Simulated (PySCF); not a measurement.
Zr(Cl)(OH)3 (ClH3O3Zr), SMILES [OH][Zr]([Cl])([OH])[OH], multiplicity 1. Coordinates come from a PBE-D3(BJ)/def2-SVP optimisation. The spin state was assumed, not searched. The structure was generated by enumeration; whether it is a known compound was not checked. The def2 effective core potentials stand for the cores of Zr; spin–orbit coupling is left out. The values are those of a single conformer.

Q: Give the equilibrium geometry at PBE-D3(BJ)/def2-SVP (PySCF confirms it by a frequency run) as Cartesian coordinates in Å, and its point group. (Estimate from the structure and the level; the computed values follow.)

A: One answer among several that fit: point group C3v.
```xyz
8

Zr     0.0000     0.0000     0.2691
Cl     0.0000     0.0000    -2.1266
O     -1.5753    -0.9095     0.8937
H     -2.3289    -1.3446     1.3126
O      0.0000     1.8190     0.8937
H      0.0000     2.6892     1.3126
O      1.5753    -0.9095     0.8937
H      2.3289    -1.3446     1.3126
```
Charge 0, spin multiplicity 1.
